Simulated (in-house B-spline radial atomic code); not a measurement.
Whole-atom quantities along the 39-electron series, configuration [Kr] 4d3. Breit and QED terms are first order and not part of the total energy; the density at the nucleus is averaged over the nuclear charge. Computed with a radial B-spline atomic code at the basis-set limit: Dirac-Hartree-Fock, average of the configuration, finite nuclei.

```tsv
ion	Z	E/Z² (Eh)	Σ<r²> (bohr²)	n(0)/Z³ (bohr⁻³)	Lamb diamagnetic shielding (ppm)	repulsion over attraction	Breit energy (eV)	self-energy (eV)	vacuum polarisation (eV)	Dirac less non-relativistic energy (Eh)
Sn11+	50	-2.4549	11.023	1.4678	5175.97	0.13561	119.11	90.903	-11.596	-153.43
Sb12+	51	-2.4732	10.201	1.5096	5311.83	0.13351	127.44	97.514	-12.627	-167.31
Te13+	52	-2.491	9.4737	1.5515	5448.48	0.13144	136.16	104.48	-13.731	-182.15
I14+	53	-2.5086	8.8257	1.5982	5585.97	0.12942	145.3	111.81	-14.914	-198
Xe15+	54	-2.5258	8.2452	1.6453	5724.32	0.12743	154.86	119.52	-16.178	-214.9
Cs16+	55	?	?	?	?	?	?	?	?	?
Ba17+	56	-2.5593	7.25	1.7472	6003.78	0.12356	175.28	136.15	-18.974	-252.11
La18+	57	?	?	?	?	?	?	?	?	?
Ce19+	58	-2.5916	6.4296	1.8595	6287.16	0.11985	197.52	154.49	-22.162	-294.2
Pr20+	59	-2.6074	6.0718	1.92	6430.41	0.11805	209.36	164.35	-23.918	-317.23
Nd21+	60	-2.623	5.7436	1.983	6574.76	0.11628	221.68	174.68	-25.789	-341.65
Pm22+	61	-2.6383	5.4418	2.046	6720.23	0.11456	234.5	185.51	-27.781	-367.53
Sm23+	62	-2.6535	5.1633	2.1049	6866.86	0.11287	247.84	196.86	-29.899	-394.92
Eu24+	63	-2.6684	4.9058	2.1754	7014.74	0.11121	261.71	208.75	-32.158	-423.93
Gd25+	64	-2.6832	4.6672	2.2475	7163.88	0.10958	276.12	221.2	-34.561	-454.59
Tb26+	65	-2.6978	4.4455	2.3399	7314.4	0.10799	291.09	234.22	-37.129	-487.05
Dy27+	66	?	?	?	?	?	?	?	?	?
Ho28+	67	-2.7265	4.0469	2.4961	7619.44	0.10491	322.73	262.11	-42.737	-557.38
Er29+	68	-2.7407	3.8672	2.5825	7774.14	0.10341	339.45	277.01	-45.811	-595.47
Tm30+	69	-2.7547	3.6991	2.6843	7930.42	0.10194	356.77	292.6	-49.087	-635.66
Yb31+	70	-2.7686	3.5416	2.7738	8088.19	0.1005	374.72	308.89	-52.554	-677.95
Lu32+	71	-2.7825	3.3937	2.8715	8247.63	0.099091	393.31	325.92	-56.239	-722.48
Hf33+	72	-2.7962	3.2547	2.9886	8408.83	0.097705	412.56	343.71	-60.169	-769.4
Ta34+	73	-2.8099	3.1239	3.1072	8571.79	0.096345	432.48	362.31	-64.34	-818.74
W35+	74	-2.8235	3.0006	3.2298	8736.58	0.09501	453.1	381.73	-68.768	-870.6
Re36+	75	-2.837	2.8842	3.3614	8903.3	0.093699	474.42	402.02	-73.475	-925.12
```

Q: Fill in the row of Cs16+.

A: E/Z² (Eh): -2.5427; Σ<r²> (bohr²): 7.7226; n(0)/Z³ (bohr⁻³): 1.6956; Lamb diamagnetic shielding (ppm): 5863.58; repulsion over attraction: 0.12547; Breit energy (eV): 164.85; self-energy (eV): 127.63; vacuum polarisation (eV): -17.53; Dirac less non-relativistic energy (Eh): -232.93.

Q: Fill in the row of La18+.

A: E/Z² (Eh): -2.5756; Σ<r²> (bohr²): 6.8207; n(0)/Z³ (bohr⁻³): 1.8023; Lamb diamagnetic shielding (ppm): 6144.96; repulsion over attraction: 0.12168; Breit energy (eV): 186.17; self-energy (eV): 145.1; vacuum polarisation (eV): -20.517; Dirac less non-relativistic energy (Eh): -272.52.

Q: Fill in the row of Dy27+.

A: E/Z² (Eh): -2.7122; Σ<r²> (bohr²): 4.2392; n(0)/Z³ (bohr⁻³): 2.4048; Lamb diamagnetic shielding (ppm): 7466.17; repulsion over attraction: 0.10644; Breit energy (eV): 306.62; self-energy (eV): 247.85; vacuum polarisation (eV): -39.839; Dirac less non-relativistic energy (Eh): -521.24.

Q: With what power of Z does the column «Dirac less non-relativistic energy (Eh)» change over this range?

A: A fit of the logarithm of its size against log Z from Z = 50 to 75 has slope 4.43. An unscreened hydrogenic electron would give 4 at low Z; screening makes the apparent power larger near the neutral end, and relativity raises it again at high Z.
